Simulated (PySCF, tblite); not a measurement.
Species: C₅H₉OP.
Atom-mapped SMILES: `[CH2:1]=[CH:2][P:3]1(=[O:4])[CH2:5][CH2:6][CH2:7]1` (hydrogens: H8, H9 on C1; H10 on C2; H11, H12 on C5; H13, H14 on C6; H15, H16 on C7)

The geometry is computed with GFN2-xTB (gas phase).

Some entries are withheld. Bonds in one row agree within 0.01 Å.

```csv
coordinate,value
C1=C2,?
C2–P3,1.810 Å
P3=O4,1.465 Å
"P3–C5, P3–C7",?
"C5–C6, C6–C7",?
C1–H8,1.079 Å
C1–H9,1.078 Å
C2–H10,1.080 Å
"C5–H11, C7–H16",1.090 Å
"C5–H12, C7–H15",1.087 Å
C6–H13,1.089 Å
C6–H14,1.089 Å
C1–C2–P3,119.0°
C2–P3–O4,?
C2–P3–C5,?
O4–P3–C5,121.4°
C5–P3–C7,?
P3–C5–C6,89.9°
C5–C6–C7,98.0°
```

Problem. Fill in the missing values.

Solution. 
- C1=C2 = 1.322 Å, drawn double (terminal =CH2 carbon to alkene CH carbon); 0.14 Å below the sum of covalent radii, 1.46 Å.
- P3–C5, P3–C7 = 1.858 Å, drawn single (phosphoryl phosphorus to sp3 carbon bound to phosphorus); 0.03 Å above the sum of covalent radii, 1.83 Å.
- C5–C6, C6–C7 = 1.540 Å, drawn single (sp3 carbon bound to phosphorus to four-membered-ring carbon); 0.02 Å above the sum of covalent radii, 1.52 Å.
- C2–P3–O4 = 115.4°, at the phosphoryl phosphorus; the outer atoms are 2.774 Å apart.
- C2–P3–C5 = 107.6°, at the phosphoryl phosphorus; the outer atoms are 2.960 Å apart.
- C5–P3–C7 = 77.5°, at the phosphoryl phosphorus, inside a 4-membered ring; the outer atoms are 2.325 Å apart.

Radii are Cordero's, carbon taken as 0.76, 0.73 or 0.69 Å for four, three, and two or fewer neighbours.

Its GFN2-xTB frequencies are all real (lowest 84 cm⁻¹). The numbers are those of one conformer (C1–C2–P3–O4 0°, C2–P3–C5–C6 -90°, P3–C5–C6–C7 -18°, C5–C6–C7–P3 18°, C2–P3–C7–C6 90°).
